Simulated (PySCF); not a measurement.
Zr(Cl)2(NH2)(Me) (CH₅Cl₂NZr), SMILES [CH3][Zr]([NH2])([Cl])[Cl], multiplicity 1.

Coordinates come from a PBE-D3(BJ)/def2-SVP optimisation. The spin state was assumed, not searched. The structure was generated by enumeration; whether it is a known compound was not checked. The def2 effective core potentials stand for the cores of Zr; spin–orbit coupling is left out. Other conformers were not sampled.

Two levels are set side by side: TDDFT-PBE/def2-SVPD (PySCF) and TDDFT-ωB97X/def2-SVPD (PySCF). Vertical, same geometry. The lowest singlet is HOMO→LUMO 99 % with PBE and HOMO→LUMO 89 % with the other functional; states are paired by order. Differences are taken from unrounded values.

| quantity | TDDFT-ωB97X |
|---|---|
| lowest singlet excitation (eV) | 4.72 |
| lowest triplet excitation (TDA) (eV) | 4.37 |

Task: What does TDDFT-PBE give, and how far is it from TDDFT-ωB97X? (Estimate from the structure and the level; the computed values follow.)

Result: 
```csv
quantity,TDDFT-PBE,TDDFT-PBE minus TDDFT-ωB97X
lowest singlet excitation (eV),3.93,-0.78
lowest triplet excitation (TDA) (eV),3.68,-0.69
```

Functionals without exact exchange tend to place singlet excitations lower, as here. Differences between two approximate levels are no errors against the true value.

Rough cost on one machine, each run with all the roots and properties that it gave: TDDFT-ωB97X against TDDFT-PBE about 10 times.
